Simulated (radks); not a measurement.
Excited configurations of Ag+: one electron is placed in a higher orbital outside [Kr] 4d9. The ground configuration is [Kr] 4d10. Method: scalar-relativistic Kohn-Sham, PBEsol, spin-unpolarised, spherical densities, finite nucleus; Fermi nuclear charge, rms radius 4.5454 fm; computed with a radial shooting solver on a logarithmic mesh with Libxc functionals. Excitation = E - E(ground); binding = E(ion) - E, where the ion is the core of charge +2; n* = 2/sqrt(2 binding) in atomic units, and the quantum defect is n - n*.

| outer orbital | excitation (eV) | binding (eV) | n* | quantum defect | eigenvalue (eV) | <r> (bohr) |
|---|---|---|---|---|---|---|
| 4f | 18.641 | 3.473 | 3.959 | 0.041 | -2.469 | 8.743 |
| 5s | 5.419 | 16.695 | 1.806 | 3.194 | -12.787 | 2.695 |
| 5d | 16.425 | 5.689 | 3.093 | 1.907 | -4.105 | 5.831 |
| 5f | 19.776 | 2.338 | 4.825 | 0.175 | -1.774 | 14.91 |
| 6s | 15.351 | 6.763 | 2.837 | 3.163 | -5.320 | 6.240 |
| 6p | 16.811 | 5.302 | 3.204 | 2.796 | -4.122 | 7.523 |
| 6d | 18.711 | 3.403 | 3.999 | 2.001 | -2.597 | 10.99 |
| 6f | 20.443 | 1.671 | 5.707 | 0.293 | -1.306 | 22.42 |
| 7s | 18.330 | 3.784 | 3.793 | 3.207 | -3.018 | 11.14 |
| 7d | 19.864 | 2.249 | 4.919 | 2.081 | -1.777 | 17.48 |

The Delta-SCF ionisation energy is 22.114 eV (NIST Atomic Spectra Database: 21.484 eV, measured). Self-interaction in the functional shifts the binding energies and quantum defects, so they are the method's values and not measured ones. Spin polarisation and multiplet splitting are left out, so open shells lie too high by an amount that depends on their filling.

Beside tabulated values, note that spin-unpolarised runs miss the spin-polarisation part of the exchange energy of open shells.
